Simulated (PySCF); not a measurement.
Sn(OH)3 (H3O3Sn), SMILES [OH][Sn]([OH])[OH], multiplicity 2.

The structure is a stationary point at PBE0-D3(BJ)/def2-SVP. The spin state was assumed, not searched. The isomer is the one that the SMILES or the coordinates give; other isomers of the formula were not compared. The def2 effective core potentials stand for the cores of Sn; spin–orbit coupling is left out. Other conformers were not sampled.

These are PBE0/def2-TZVP in PySCF values and carry that method's errors.

Gas-phase values at a fixed geometry.

| Property | Result |
|---|---|
| total energy | -441.67742 hartree |
| point group | C3 |
| α spin, highest occupied and lowest empty level | -7.01 and -0.13 eV |
| β spin, highest occupied and lowest empty level | -8.76 and -4.06 eV |
| dipole moment | 1.20 D |
| quadrupole, principal values (traceless, Buckingham form, about the centre of nuclear charge) | -0.47, -0.47, 0.94 D·Å |
| mean static polarisability | 51.8 bohr³ (7.67 Å³) |
| polarisability, principal values | 43.3, 56.0, 56.0 bohr³ |
| ⟨S²⟩ | 0.756 (pure state 0.75) |
